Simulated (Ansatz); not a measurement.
CH₆BPSi (`PB1C[SiH2]1`), relaxed with RKS PBE-D4/def2-SVP in the Gaussian-basis code of Ansatz from a rough embedded geometry. The force threshold is 0.03 eV/Å; the program also tests the step.

Total charge 0; spin multiplicity 1.

Start:

```xyz
10

P     0.643    2.133    0.617
B    -0.082    0.486    0.135
C    -1.126   -0.340   -0.663
Si   -0.109   -1.619    0.173
H     1.297    2.409   -0.661
H     1.874    1.568    1.254
H    -0.961   -0.372   -1.777
H    -2.142   -0.293   -0.312
H     1.119   -2.050   -0.370
H    -0.511   -1.923    1.605
```

Task: By how much does the energy fall, and how many steps does the optimiser take? (Best estimate.)

Result: The calculation gave: 81.99 kJ/mol, in 19 steps, 2 of them rejected.

Task: Which bonds change most? (Best estimate.)

Result: Computed: B2–Si4 from 2.105 to 1.944 Å; C3–Si4 from 1.835 to 1.979 Å; Si4–H9 from 1.410 to 1.503 Å; P1–H6 from 1.496 to 1.432 Å.

Task: Give the relaxed structure. (An estimate is asked.)

Result: Computed: 
```xyz
10

P     0.796    2.087    0.609
B    -0.085    0.464    0.355
C    -1.002   -0.218   -0.661
Si    0.005   -1.473    0.491
H     0.941    2.599   -0.725
H     2.149    1.675    0.833
H    -1.012    0.028   -1.740
H    -2.002   -0.566   -0.324
H     1.213   -2.229    0.014
H    -1.003   -2.367    1.148
```
